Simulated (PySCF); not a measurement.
Simulation results for ClH2O2Si, BClH2OSi

Computed with PySCF 2.14.0. Calculation on a computer-drawn molecule: the log of a Hartree-Fock and frozen-core CCSD(T) single point meant for a local Hartree-Fock minimum, with one planted fault or none, to be diagnosed. Offsets are logged minus clean, where the clean run is the same molecule without the fault. The reference is restricted for singlets and unrestricted otherwise, and also for a bond in bohr or an excited solution. Adding or removing an electron swaps singlet and doublet. The excited solution moves the top pair (singlet) or top alpha electron (doublet) to the lowest empty orbital. Highest occupied and lowest empty are orbital energies over both spins, largest force is the largest gradient component, triples share is (T) over the correlation energy, the T1 limit is 0.02 restricted and 0.045 unrestricted, electrons count all cores, a negative frequency is imaginary (commonest isotopes), and the dipole is about the centre of nuclear charge.

Common to all runs: meant charge 0; meant basis cc-pV(D+d)Z; logged basis functions 84; logged SCF converged yes; logged CC converged yes; logged SCF stable within its kind yes; possible faults no fault, one electron removed, one electron added, multiplicity raised by two, geometry at a saddle point, SCF held on an excited solution, minimal basis STO-3G, one bond length entered in bohr, all coordinates scaled.

(1) 
```xyz
6
formula=ClH2O2Si meant_multiplicity=2 logged_electrons=48 logged_spin_squared=0 logged_highest_occupied=-18.765 logged_lowest_empty=-7.76 logged_largest_force=0.12796 logged_T1_diagnostic=0.018932 logged_D1_diagnostic=0.075583 logged_triples_share=0.027004 logged_dipole_magnitude=3.8635 logged_energy_HF=-899.12255 logged_energy_CCSD(T)=-899.75904 planted_fault=one_electron_removed HF_energy_offset_from_clean_run=203.3 CCSD(T)_energy_offset_from_clean_run=195.1
O     -0.9488    -1.2978     0.4390
Si    -1.3446    -1.3149    -1.1470
O     -0.6412    -2.5535    -1.9560
Cl    -0.6320     0.3936    -2.0686
H     -0.0905    -1.0010     0.7108
H     -0.7902    -3.4353    -1.6447
```

Units: logged_highest_occupied, logged_lowest_empty in eV; logged_largest_force in hartree/bohr; logged_dipole_magnitude in debye; logged_energy_HF, logged_energy_CCSD(T) in hartree; HF_energy_offset_from_clean_run, CCSD(T)_energy_offset_from_clean_run in kcal/mol.

Drawn bonds:
```csv
atom,other atom,order
1,2,1
2,3,1
2,4,1
1,5,1
3,6,1
```

(2) 
```xyz
6
formula=BClH2OSi meant_multiplicity=1 logged_electrons=47 logged_spin_squared=0.7779 logged_highest_occupied=-0.26235 logged_lowest_empty=6.5265 logged_largest_force=0.053466 logged_T1_diagnostic=0.046547 logged_D1_diagnostic=0.29521 logged_triples_share=0.026761 logged_dipole_magnitude=5.7688 logged_energy_HF=-849.14968 logged_energy_CCSD(T)=-849.69287 planted_fault=one_electron_added HF_energy_offset_from_clean_run=11.65 CCSD(T)_energy_offset_from_clean_run=9.779
O     -1.0462     0.8587    -0.9687
Si    -0.6447     0.2713     0.5291
B      1.2637     1.0839     0.7771
Cl     2.6447     0.1355     0.1798
H     -0.4695     1.4002    -1.4872
H      1.5597     2.1003     1.3390
```

Units: logged_highest_occupied, logged_lowest_empty in eV; logged_largest_force in hartree/bohr; logged_dipole_magnitude in debye; logged_energy_HF, logged_energy_CCSD(T) in hartree; HF_energy_offset_from_clean_run, CCSD(T)_energy_offset_from_clean_run in kcal/mol.

Drawn bonds:
```csv
atom,other atom,order
1,2,1
2,3,1
3,4,1
1,5,1
3,6,1
```

Notes: T1 above single-reference limit.
